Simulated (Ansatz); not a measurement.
Coupled-cluster diagnostics for the cluster Li7⁻, Ansatz.

Geometry of the singlet (PBE/def2-TZVPD):

Cartesian coordinates in Å:
```
Li 0.009 -1.997 0.462
Li -0.486 2.778 0.251
Li 0.564 0.448 1.919
Li -1.399 -1.227 -2.135
Li 2.742 -0.683 0.101
Li -1.972 0.124 0.545
Li 0.542 0.558 -1.144
```

Correlated methods freeze no core orbitals; core or outer-core shells of Li are correlated, in sets that lack core-valence functions. Another isomer (singlet) lies 0.09 eV lower at PBE0/def2-TZVPD; other spin states weren't run for this one.

(1) Estimate the CCSD(T) correlation energy, the shares of MP2 and (T), T1 and the reference's ⟨S²⟩ for: charge -1, singlet, own geometry in def2-TZVPPD; and the rough time on 4 threads of Arm Neoverse V2 on a shared host.

## Answers

(1) 
| state | basis | correlation (eV) | MP2 share (%) | (T) share (%) | T1 | ⟨S²⟩ (pure) | wall time | remarks |
| --- | --- | --- | --- | --- | --- | --- | --- | --- |
| charge -1, singlet, own geometry | def2-TZVPPD | -11.487 | 84.2 | 4.7 | 0.019 | 0.00 (0.00) | 19 s | restricted SCF unstable |
Customary marks for T1 are 0.02 (closed shells), 0.045 (open shells) and about 0.05 (3d metals). T1 stays under 0.02 throughout.
